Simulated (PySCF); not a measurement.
Nuclear quadrupole coupling in `O=C(O)[C@@H]1C[SiH2][C@@H]1F`

C4H7FO2Si.
Cartesian coordinates in Å at the GFN2-xTB level; atoms count from 1:
```
atom  x, y, z in Å
O1     2.538   -1.113    0.211
C2     1.557   -0.446    0.033
O3     1.616    0.824   -0.392
C4     0.136   -0.894    0.228
C5    -0.695   -0.578   -1.036
Si6   -1.292    1.080   -0.284
C7    -0.577    0.071    1.202
F8     0.266    0.677    2.112
H9     2.537    1.115   -0.464
H10    0.142   -1.940    0.538
H11   -1.488   -1.312   -1.167
H12   -0.105   -0.567   -1.947
H13   -0.575    2.290   -0.648
H14   -2.742    1.260   -0.211
H15   -1.323   -0.458    1.803
```

Field gradients from the PBE0/pcSseg-1 density (PySCF, non-relativistic), principal values in atomic units, ordered |Vxx| ≤ |Vyy| ≤ |Vzz|:

| atom | Vxx | Vyy | Vzz |
| --- | --- | --- | --- |
| O1 | 0.6443 | 0.9956 | -1.6398 |
| O3 | -0.3960 | -1.2389 | 1.6349 |

Q: Find the asymmetry η = (Vxx − Vyy)/Vzz and the couplings χ = eQV/h (234.96 MHz × Q in barn × V in au), with Q(17O) = −0.0256 b.

A: 
| atom | environment | nucleus | η | χzz (MHz) | χxx (MHz) | χyy (MHz) |
| --- | --- | --- | --- | --- | --- | --- |
| O1 | acid carbonyl oxygen | 17O | 0.21 | 9.86 | -3.88 | -5.99 |
| O3 | acid hydroxyl oxygen | 17O | 0.52 | -9.83 | 2.38 | 7.45 |

Q: What is Vzz at O1 in SI units (1 au = 9.71736 × 10²¹ V/m²)?

A: -1.6398 au = -15.935 × 10²¹ V/m².

Q: And the gradient at the other heavy atoms, for which no coupling is worked out here?

A: 
```
atom                    environment  Vzz (au)     η
  C2         carboxylic acid carbon    -0.426  0.93
  C4  sp3 carbon next to a carbonyl    -0.081  0.68
  C5    sp3 carbon bound to silicon     0.137  0.31
 Si6                   SiH2 silicon     0.402  0.38
  C7                 sp3 C–F carbon     0.530  0.39
  F8                 alkyl fluorine     3.056  0.08
```

Were the hydrogens deuterons (Q(2H) = 0.00286 b), χzz would run from 109 kHz (H14) to 295 kHz (H9).

One conformer (not necessarily the lowest) at the GFN2-xTB geometry, without solvent, vibrations or thermal averaging. GFN2-xTB bond lengths can be off by several hundredths of an ångström, more for odd bonds, and the gradients follow them. The small basis limits the accuracy of the gradients.
